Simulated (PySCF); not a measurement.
Fill in the blanks.

Compound: C₄H₈N₂SSi.
SMILES: `CSC1=CN=CN1[SiH3]`

Conformer (atom-mapped SMILES and torsion angles): `[CH3:1][S:2][c:3]1[cH:4][n:5][cH:6][n:7]1[SiH3:8]`: C1–S2–C3–C4 -2°.

| property | level | value |
| --- | --- | --- |
| rotational constants A, B, C | PBE0-D3(BJ)/def2-SVP | ? |
| dipole moment | CAM-B3LYP/def2-SVPD | ? |
| HOMO energy | CAM-B3LYP/def2-SVPD | -7.16 eV |
| LUMO energy | CAM-B3LYP/def2-SVPD | 0.69 eV |
| lowest singlet excitation | TDDFT CAM-B3LYP/def2-SVPD | 4.74 eV (262 nm, f = 0.000) |
| strongest line among the 10 lowest singlet transitions | TDDFT CAM-B3LYP/def2-SVPD | ? |
| lowest triplet excitation (Tamm–Dancoff) | TDA CAM-B3LYP/def2-SVPD | 4.05 eV |
| static isotropic polarisability | CAM-B3LYP/def2-SVPD | 106.3 au |
| vertical ionisation energy | ΔSCF CAM-B3LYP/def2-SVPD | 7.82 eV |
| electronic spatial extent ⟨r²⟩ about the centre of nuclear charge | CAM-B3LYP/def2-SVPD | ? |
| 13C chemical shifts (computed TMS as zero) by class | GIAO KT3/pcSseg-1 | 131.5 (1 C), 123.5 (1 C), 118.9 (1 C), 19.2 (1 C) ppm |
| 1H chemical shifts (computed TMS as zero) by class | GIAO KT3/pcSseg-1 | ? |
| isotropic shieldings of nuclei other than C and H, by class | GIAO KT3/pcSseg-1 | -25 (1 N), 96 (1 N), 421 (1 Si), 517 (1 S) ppm |

Gas-phase values; electronic properties from PySCF, density fitting. Geometry: PBE0-D3(BJ)/def2-SVP, one conformer, isolated molecule. NMR classes are plain means over equivalent atoms (diastereotopic ones count apart unless rotation or inversion swaps them), as if these changed places fast; in this geometry the members of some classes differ.

(1) Give the dipole moment.

(2) What are the rotational constants A, B, C?

(3) Give the electronic spatial extent ⟨r²⟩ about the centre of nuclear charge.

(4) What are the 1H chemical shifts (computed TMS as zero) by class?

(5) What is the strongest line among the 10 lowest singlet transitions?

## Answers

(1) 2.59 D.

(2) 2.016, 1.274, 0.792 GHz.

(3) 1436 bohr².

(4) 7.12 (1 H), 6.54 (1 H), 4.81 (3 H), 2.47 (3 H) ppm.

(5) S3 at 5.67 eV (219 nm, f = 0.229).

The principal polarisabilities are 74.2, 114.6 and 130.1 au; their mean is the isotropic value. The rotational constants make it an asymmetric top with κ = (2B − A − C)/(A − C) = -0.21, nearer the prolate limit (−1). The vertical singlet–triplet gap S1 − T1 is 0.69 eV (TDDFT singlet less Tamm–Dancoff triplet). In atomic units the dipole is 1.02 e·bohr (1 au = 2.5417 D). With B = h/(8π²I), that is 505.379 GHz u Å² over I, the principal moments of inertia are 250.7, 396.7 and 638.1 u Å² (most abundant isotopes); the inertial defect Ic − Ia − Ib is -9.3 u Å² (zero for a rigid planar frame, negative otherwise). In wavenumbers S1 is 38200 cm⁻¹ (1 eV = 8065.54 cm⁻¹).
